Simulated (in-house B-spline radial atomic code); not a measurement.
The numbers below are computed, except where a source is named.
# Extrapolating the RPA correlation energy in partial waves: Ga+

All-electron RPA on Hartree-Fock orbitals from a B-spline radial code for spherical atoms, scalar-relativistic (spin-free one-electron X2C), finite nucleus, configuration [Ar] 3d10 4s2. With empty states up to angular momentum L the sums are:

```csv
L,E_c(L) (hartree)
4,-1.828811
5,-1.936120
6,-1.988802
```

For large l each further wave adds A/(l + 1/2)⁴, because the basis must build the cusp where two electrons meet.

(1) Estimate the limit from L = 5 and L = 6.

(2) How good is the estimate?

## Answers

(1) Wave 6 adds -0.052682, against a sum of (l + 1/2)⁻⁴ of 5.60204e-04, so A = -94.041. The sum over l > 6 is ζ(4, 7.5) = 9.6207e-04, close to 1/(3 × 7³) = 9.7182e-04. The tail is -0.090474 and the limit -2.07928 hartree.

(2) A run to L = 11 sums to -2.05123 and extrapolates to -2.06413 hartree, 0.91 millihartree from the run before. The estimate differs from that by -15.15 millihartree, while the bare sum at L = 6 misses 75.3 millihartree (3.6 %).
